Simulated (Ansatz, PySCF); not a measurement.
Molecule: SO3, net charge 1, doublet state. 
Coordinates optimised at B3LYP-D3(BJ)/def2-TZVP (Ansatz, a first-principles code):
```
S
O 1 1.4266
O 1 1.4266 2 120.00
O 1 1.4266 2 120.00 3 180.00
```
Charge +1, spin multiplicity 2.

Total electronic energies in hartree. Correlated levels leave the core frozen unless marked. Open shells are spin-unrestricted. No spin-orbit coupling. Non-relativistic. 

The UHF reference is spin-contaminated (<S^2> 0.10 over the pure value in the largest basis). The Hartree-Fock reference is unstable (checked in the largest basis), which strains HF and MP2. 

```json
[
 {"level": "HF/STO-3G", "program": "Ansatz", "energy (Eh)": "-614.07120"},
 {"level": "HF/cc-pV(Q+d)Z", "program": "Ansatz", "energy (Eh)": "-621.72823"},
 {"level": "RI-HF/aug-cc-pV(Q+d)Z", "program": "Ansatz", "energy (Eh)": "-621.72862"},
 {"level": "PBE/def2-TZVPD", "program": "Ansatz", "energy (Eh)": "-623.11487"},
 {"level": "BP86/def2-TZVPD", "program": "PySCF", "energy (Eh)": "-623.54517"},
 {"level": "M06-L-D4/def2-TZVPD", "program": "PySCF + dftd4", "energy (Eh)": "-623.46576"},
 {"level": "r2SCAN/def2-TZVPD", "program": "Ansatz", "energy (Eh)": "-623.36308"},
 {"level": "PBE0/STO-3G", "program": "Ansatz", "energy (Eh)": "-615.27672"},
 {"level": "PBE0/def2-SVP", "program": "Ansatz", "energy (Eh)": "-622.62261"},
 {"level": "PBE0/def2-QZVPP", "program": "Ansatz", "energy (Eh)": "-623.12638"},
 {"level": "TPSSh-D4/def2-TZVPD", "program": "PySCF + dftd4", "energy (Eh)": "-623.50012"},
 {"level": "B2GP-PLYP-D3(BJ)/def2-TZVPD", "program": "Ansatz + dftd3", "energy (Eh)": "-623.12090"},
 {"level": "B2PLYP-D3(BJ)/def2-TZVPD", "program": "Ansatz + dftd3", "energy (Eh)": "-623.22155"},
 {"level": "B2PLYP-D4/def2-TZVPD", "program": "Ansatz + dftd4", "energy (Eh)": "-623.22114"}
]
```

Totals of different functionals don't rank their quality; only differences between species are comparable.
